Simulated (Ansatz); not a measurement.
C4H10, charge +1, doublet, at a GFN2-xTB geometry (a state made from the parent by changing its charge; the spin is typed, not shown lowest); CCSD(T)/STO-3G in Ansatz (a first-principles code).

Here is a job for Ansatz.
Ansatz 0.2 input:
```yaml
crystal:
  periodic: [false, false, false]
  atoms:
    - {symbol: C, position_ang: [-0.02557261, 1.38862209, -0.50499350]}
    - {symbol: C, position_ang: [0.01526795, 0.07071956, 0.22469961]}
    - {symbol: C, position_ang: [1.28207745, -0.73132676, 0.07336405]}
    - {symbol: C, position_ang: [-1.26937656, -0.71691577, 0.24219544]}
    - {symbol: H, position_ang: [0.92551512, 1.91475197, -0.46068157]}
    - {symbol: H, position_ang: [-0.25414877, 1.21425736, -1.56356943]}
    - {symbol: H, position_ang: [-0.82339845, 2.04065928, -0.14720332]}
    - {symbol: H, position_ang: [0.08808108, 0.40798231, 1.29629570]}
    - {symbol: H, position_ang: [2.17265505, -0.16198193, 0.34245581]}
    - {symbol: H, position_ang: [1.42301209, -0.99793395, -0.98128811]}
    - {symbol: H, position_ang: [1.25410324, -1.65850933, 0.64160166]}
    - {symbol: H, position_ang: [-1.26815547, -1.50302543, 0.99831877]}
    - {symbol: H, position_ang: [-2.14178608, -0.08100747, 0.37586039]}
    - {symbol: H, position_ang: [-1.39025524, -1.24178752, -0.71338352]}
basis:
  gaussian:
    orbitals: STO-3G
total_charge: 1
magnetization: {spin_polarized: true, initial_magnetization: 1}
correlation: {method: ccsd_t}
```

The log (banner, timings and long lists left out):

```
Functional definition: HF
422 factors; integrals over basis functions are off by at most 4.2e-5 eV
mean field evaluation 1: about -4219.2608 eV, gradient 9.3e0 eV
mean field evaluation 2: about -4219.4999 eV, gradient 9.3e0 eV
mean field evaluation 4: about -4220.3352 eV, gradient 1.3e0 eV
mean field evaluation 8: about -4220.3780 eV, gradient 1.4e-2 eV
mean field evaluation 16: about -4220.1355 eV, gradient 6.9e-1 eV
mean field evaluation 32: about -4219.1664 eV, gradient 7.2e-2 eV
mean field evaluation 64: about -4216.9977 eV, gradient 8.6e-2 eV
mean field -4220.37798943 eV, -155.0960304366 hartree, gradient 1.9e-6 eV, S^2 0.759027; 3 other end points of the search recorded, 0 dependent functions left out
determinant -4220.37798943 eV, -155.0960304366 hartree, with singles and doubles -4227.93241169 eV, -155.3736503340 hartree
determinant -4219.16783888 eV, -155.0515582242 hartree, with singles and doubles -4226.77000681 eV, -155.3309327425 hartree
4 core orbitals not correlated
reference -4220.37798943 eV, -155.0960304366 hartree; 13, 12 occupied and 13, 14 virtual orbitals, 422 factors
second order -5.72118924 eV of doubles, -0.00000000 eV of singles
cycle   1  -7.55388453 eV  change    5.4e-4 eV  update   5.0e-4
cycle   2  -7.55335801 eV  change    5.3e-4 eV  update   3.0e-4
cycle   3  -7.55326259 eV  change    9.5e-5 eV  update   1.2e-4
cycle   4  -7.55329144 eV  change   -2.9e-5 eV  update   6.6e-5
cycle   5  -7.55337990 eV  change   -8.8e-5 eV  update   2.6e-5
cycle   6  -7.55342009 eV  change   -4.0e-5 eV  update   1.4e-5
cycle   7  -7.55340309 eV  change    1.7e-5 eV  update   6.9e-6
cycle   8  -7.55338664 eV  change    1.6e-5 eV  update   2.0e-6
perturbative correction -0.07599434 eV, -0.0027927404 hartree
Total energy: -4228.00737041 eV, -155.3764050163 hartree
```
